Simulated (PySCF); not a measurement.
# Electronic structure of P (phosphorus, neutral) at the UHF level

Configuration: [Ne] 3s2 3p3, high-spin 4S determinant. All numbers are calculated (PySCF 2.14, scalar relativity by spin-free X2C-1e, in aug-cc-pVDZ-DK (5s4p2d, 27 functions)).

```
Total energy                        : -341.524308 hartree
One-electron energy                 : -472.5758 hartree
Hartree (Coulomb) energy            : 153.7764 hartree
Exchange energy                     : -22.7249 hartree
⟨S²⟩                                : 3.7505
⟨L²⟩                                : 0.000
Sum of ⟨r⟩                          : 14.98 bohr
Sum of ⟨r²⟩                         : 30.36 bohr²
Langevin diamagnetic susceptibility : -24.0 ×10⁻⁶ cm³/mol
Time after the integrals            : 0.09 s of wall time on 1 thread of Neoverse-N1 (shared host)
```

```tsv
shell	electrons	mean orbital energy (hartree)	rms radius, mean of both spins (bohr)
1s α	1	-80.20158	0.120
1s β	1	-80.18229	0.120
2s α	1	-7.56052	0.560
2s β	1	-7.53862	0.560
2p α	3	-5.42149	0.540
2p β	3	-5.38278	0.540
3s α	1	-0.84030	2.08
3s β	1	-0.56141	2.08
3p α	3	-0.39177	2.53
```

Densities and radii are taken from the X2C orbitals without a picture-change correction, which distorts them close to the nucleus.
